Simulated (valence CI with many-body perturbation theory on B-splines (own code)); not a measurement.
I XLVIII: electric-dipole lines

Method: relativistic CI+MBPT: four valence electrons over a frozen Dirac-Fock core [He], radial functions for each j: 11 s, 11 p, 9 d, 7 f, 5 g, 2 h, 1 i, with the one-electron correlation potential Σ1 (screened to all orders), the two-electron term Σ2, the three-electron term Σ3, Breit, model QED; selected single and double excitations, second order for the rest (own B-spline code, finite nucleus).

The last digits are not significant, and no measured levels were compared; by estimate large intervals hold to a few tenths of a per cent, small ones and those within an open d or f shell to about a per cent. Among the levels kept, up to 260 cm⁻¹ of a level comes from second order outside the variational space, and about a tenth of that is noise between levels of different J, which matters for small intervals.

Lines 51 to 100 of 267 in falling wavelength, among levels below 5595.0 eV, chosen from the strongest by gf and those to the six lowest levels. Wavelengths and rates use the calculated energies. Electric multipoles are in the length gauge, E1 and E2 with the static RPA response of the core. Weak lines are less certain than strong ones. Lines between different terms over intervals too small for the method are left out, as are lines whose strength nearly cancels. The highest levels of a list are the least certain.

Levels are named by their leading jj configuration (3d3/2^4 stands for four electrons in 3d with j = 3/2), which in mixed levels can hold well under half, so a name can repeat and another be missing. Letters in brackets count levels of one name in rising energy.

```tsv
λ vac (Å)	Upper	Lower	A (s⁻¹)	S (a.u.) with core polarisation	S without
73.55	(2s^2 2p3/2 3p3/2) J=2	(2s^2 2p3/2 3s) J=1	5.13e+10	5.04e-02	5.04e-02
73.38	(2s 2p1/2 2p3/2 3p3/2) J=2 [a]	(2s 2p1/2 2p3/2 3s) J=2 [a]	4.20e+10	4.09e-02	4.09e-02
71.99	(2s 2p1/2 2p3/2^2) J=3	(2s^2 2p3/2^2) J=2	8.23e+09	1.06e-02	1.06e-02
71.27	(2s^2 2p3/2 3p3/2) J=2	(2s^2 2p3/2 3s) J=2	2.73e+10	2.44e-02	2.44e-02
70.65	(2s 2p1/2^2 3s) J=1	(2s^2 2p1/2 3s) J=0	4.71e+10	2.46e-02	2.46e-02
69.36	(2s 2p1/2 2p3/2 3p3/2) J=3 [b]	(2s 2p1/2 2p3/2 3s) J=3	4.74e+10	5.46e-02	5.47e-02
68.61	(2s 2p1/2^2 2p3/2) J=2	(2s^2 2p1/2 2p3/2) J=1	8.35e+09	6.66e-03	6.67e-03
55.66	(2s 2p1/2 2p3/2^2) J=1 [a]	(2s^2 2p3/2^2) J=2	9.56e+09	2.44e-03	2.45e-03
55.12	(2s 2p1/2^2 2p3/2) J=1	(2s^2 2p1/2 2p3/2) J=2	2.18e+10	5.40e-03	5.41e-03
53.22	(2s 2p1/2 2p3/2^2) J=2 [b]	(2s^2 2p3/2^2) J=2	1.21e+10	4.49e-03	4.50e-03
48.49	(2p1/2^2 2p3/2^2) J=2	(2s 2p1/2 2p3/2^2) J=3	6.43e+10	1.81e-02	1.81e-02
26.33	(2s 2p1/2 2p3/2^2) J=2 [a]	(2s^2 2p1/2 2p3/2) J=1	1.54e+11	6.92e-03	6.94e-03
25.32	(2s 2p1/2 2p3/2^2) J=3	(2s^2 2p1/2 2p3/2) J=2	1.40e+11	7.86e-03	7.87e-03
24.25	(2s 2p1/2 2p3/2 3d5/2) J=2 [b]	(2s^2 2p1/2 3d3/2) J=2	2.37e+11	8.33e-03	8.35e-03
24.10	(2s 2p3/2^3) J=2	(2s^2 2p3/2^2) J=2	5.68e+11	1.96e-02	1.97e-02
23.97	(2s 2p1/2 2p3/2 3d5/2) J=3 [c]	(2s^2 2p1/2 3d5/2) J=2	5.62e+11	2.67e-02	2.68e-02
23.95	(2s 2p1/2 2p3/2 3d5/2) J=4 [c]	(2s^2 2p1/2 3d5/2) J=3	4.93e+11	3.01e-02	3.02e-02
23.86	(2p1/2 2p3/2^3) J=1	(2s 2p1/2 2p3/2^2) J=1 [a]	5.19e+11	1.04e-02	1.05e-02
23.85	(2s 2p1/2 2p3/2 3p3/2) J=3 [c]	(2s^2 2p1/2 3p3/2) J=2	5.58e+11	2.62e-02	2.62e-02
23.83	(2p1/2^2 2p3/2^2) J=2	(2s 2p1/2^2 2p3/2) J=1	4.24e+11	1.41e-02	1.42e-02
23.64	(2p3/2^4) J=0	(2s 2p3/2^3) J=1	2.17e+12	1.41e-02	1.42e-02
23.60	(2s 2p1/2 2p3/2 3d3/2) J=3 [c]	(2s^2 2p1/2 3d3/2) J=2	4.81e+11	2.19e-02	2.19e-02
23.59	(2p1/2 2p3/2^3) J=2	(2s 2p1/2 2p3/2^2) J=2 [b]	9.18e+11	2.97e-02	2.98e-02
23.55	(2s 2p1/2 2p3/2 3p3/2) J=2 [c]	(2s^2 2p1/2 3p3/2) J=1	5.05e+11	1.63e-02	1.63e-02
23.54	(2s 2p1/2 2p3/2 3p1/2) J=1 [b]	(2s^2 2p1/2 3p1/2) J=1	7.28e+11	1.41e-02	1.41e-02
23.52	(2s 2p1/2 2p3/2 3p1/2) J=2 [c]	(2s^2 2p1/2 3p1/2) J=1	5.92e+11	1.90e-02	1.90e-02
23.48	(2s 2p1/2 2p3/2 3p1/2) J=1 [c]	(2s^2 2p1/2 3p1/2) J=0	6.38e+11	1.22e-02	1.23e-02
23.45	(2s 2p1/2 2p3/2 3s) J=1 [b]	(2s^2 2p1/2 3s) J=0	4.30e+11	8.21e-03	8.23e-03
23.43	(2s 2p1/2 2p3/2 3p3/2) J=2 [d]	(2s^2 2p1/2 3p3/2) J=2	6.65e+11	2.11e-02	2.11e-02
23.41	(2s 2p1/2 2p3/2 3s) J=1 [c]	(2s^2 2p1/2 3s) J=1	5.35e+11	1.02e-02	1.02e-02
23.39	(2s 2p1/2 2p3/2 3d3/2) J=2 [d]	(2s 2p1/2^2 3p1/2) J=1	4.05e+11	1.28e-02	1.28e-02
23.31	(2s 2p1/2 2p3/2 3s) J=2 [c]	(2s^2 2p1/2 3s) J=1	5.73e+11	1.79e-02	1.79e-02
23.31	(2s 2p1/2 2p3/2 3d3/2) J=1 [c]	(2s^2 2p1/2 3d3/2) J=2	7.81e+11	1.46e-02	1.47e-02
23.27	(2s 2p1/2 2p3/2 3d3/2) J=2 [c]	(2s^2 2p1/2 3d3/2) J=2	4.30e+11	1.34e-02	1.34e-02
23.15	(2s 2p1/2 2p3/2 3p3/2) J=1 [d]	(2s^2 2p1/2 3p3/2) J=2	4.87e+11	8.94e-03	8.95e-03
23.03	(2p1/2^2 2p3/2 3s) J=2	(2s 2p1/2^2 3s) J=1	4.26e+11	1.29e-02	1.29e-02
22.95	(2s 2p1/2 2p3/2^2) J=1 [a]	(2s^2 2p1/2 2p3/2) J=2	2.69e+10	4.81e-04	4.82e-04
22.91	(2s 2p1/2 2p3/2^2) J=0	(2s^2 2p1/2 2p3/2) J=1	5.97e+11	3.54e-03	3.55e-03
22.72	(2s 2p1/2^2 2p3/2) J=1	(2s^2 2p1/2^2) J=0	7.01e+11	1.22e-02	1.22e-02
22.53	(2s 2p1/2 2p3/2^2) J=2 [b]	(2s^2 2p1/2 2p3/2) J=2	1.04e+12	2.93e-02	2.93e-02
22.38	(2s 2p1/2 2p3/2^2) J=1 [b]	(2s^2 2p1/2 2p3/2) J=2	8.49e+11	1.41e-02	1.41e-02
22.32	(2s 2p1/2 2p3/2^2) J=1 [a]	(2s^2 2p1/2 2p3/2) J=1	1.05e+12	1.74e-02	1.74e-02
22.01	(2p1/2^2 2p3/2^2) J=0	(2s 2p1/2^2 2p3/2) J=1	1.19e+12	6.27e-03	6.28e-03
21.91	(2s 2p1/2 2p3/2^2) J=2 [b]	(2s^2 2p1/2 2p3/2) J=1	6.10e+10	1.58e-03	1.59e-03
21.74	(2s 2p3/2^3) J=1	(2s^2 2p3/2^2) J=2	1.17e+12	1.78e-02	1.79e-02
21.37	(2p1/2^2 2p3/2^2) J=2	(2s 2p1/2^2 2p3/2) J=2	5.18e+11	1.25e-02	1.25e-02
21.15	(2p1/2 2p3/2^3) J=2	(2s 2p1/2 2p3/2^2) J=3	3.17e+11	7.40e-03	7.41e-03
2.797	(2s^2 2p1/2 3p3/2) J=1	(2s 2p1/2^2 2p3/2) J=1	2.24e+12	7.27e-05	7.25e-05
2.780	(2s 2p1/2^2 3s) J=1	(2s 2p1/2^2 2p3/2) J=1	3.34e+12	1.06e-04	1.06e-04
2.773	(2s 2p1/2^2 3s) J=0	(2s 2p1/2^2 2p3/2) J=1	4.22e+13	4.44e-04	4.43e-04
```
